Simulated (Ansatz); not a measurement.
Breaking the Sn1–F2 bond in F2Sn (SMILES [F][Sn][F]) (multiplicity 1 held, fragments rigid). Energies count from the point at 1.948 Å.
Geometry at that point (charge 0, multiplicity 1):
| atom | x (Å) | y (Å) | z (Å) |
|---|---|---|---|
| Sn | 0.0263 | -0.0158 | 0.3430 |
| F | 0.6546 | 1.2985 | -0.9506 |
| F | -0.8008 | -1.2105 | -0.9547 |

Signs of static correlation in def2-TZVPP, from Ansatz (a quantum-chemistry and plane-wave program) runs.

```json
[
 {"R (Å)": "1.559", "T1 of restricted CCSD": "0.015", "⟨S²⟩ of UHF": "0.000", "largest double amplitude of restricted CCSD": "0.085"},
 {"R (Å)": "1.753", "T1 of restricted CCSD": "0.016", "⟨S²⟩ of UHF": "0.000", "largest double amplitude of restricted CCSD": "0.086"},
 {"R (Å)": "1.948", "T1 of restricted CCSD": "0.017", "⟨S²⟩ of UHF": "0.000", "largest double amplitude of restricted CCSD": "0.085"},
 {"R (Å)": "2.143", "T1 of restricted CCSD": "0.019", "⟨S²⟩ of UHF": "0.000", "largest double amplitude of restricted CCSD": "0.080"},
 {"R (Å)": "2.338", "T1 of restricted CCSD": "0.021", "⟨S²⟩ of UHF": "0.000", "largest double amplitude of restricted CCSD": "0.068"},
 {"R (Å)": "2.630", "T1 of restricted CCSD": "0.025", "⟨S²⟩ of UHF": "0.000", "largest double amplitude of restricted CCSD": "0.065"},
 {"R (Å)": "2.922", "T1 of restricted CCSD": "0.030", "⟨S²⟩ of UHF": "0.000", "largest double amplitude of restricted CCSD": "0.075"},
 {"R (Å)": "3.409", "T1 of restricted CCSD": "0.045", "⟨S²⟩ of UHF": "0.959", "largest double amplitude of restricted CCSD": "___"},
 {"R (Å)": "3.896", "T1 of restricted CCSD": "___", "⟨S²⟩ of UHF": "1.005", "largest double amplitude of restricted CCSD": "0.158"},
 {"R (Å)": "4.481", "T1 of restricted CCSD": "0.154", "⟨S²⟩ of UHF": "1.020", "largest double amplitude of restricted CCSD": "0.451"},
 {"R (Å)": "5.260", "T1 of restricted CCSD": "0.049", "⟨S²⟩ of UHF": "1.020", "largest double amplitude of restricted CCSD": "0.081"},
 {"R (Å)": "6.234", "T1 of restricted CCSD": "0.037", "⟨S²⟩ of UHF": "1.020", "largest double amplitude of restricted CCSD": "0.080"}
]
```

Q: Complete the blanks.

A: 
- 3.409, largest double amplitude of restricted CCSD: 0.095
- 3.896, T1 of restricted CCSD: 0.073

Doubts at one or more of the structures used: a restricted determinant that unrestricted orbitals would lower (R-CCSD(T)/def2-TZVPP); T1 above 0.05 (R-CCSD(T)/def2-TZVPP, U-CCSD(T)/def2-TZVPP); a spin-contaminated determinant (U-CCSD(T)/def2-TZVPP).
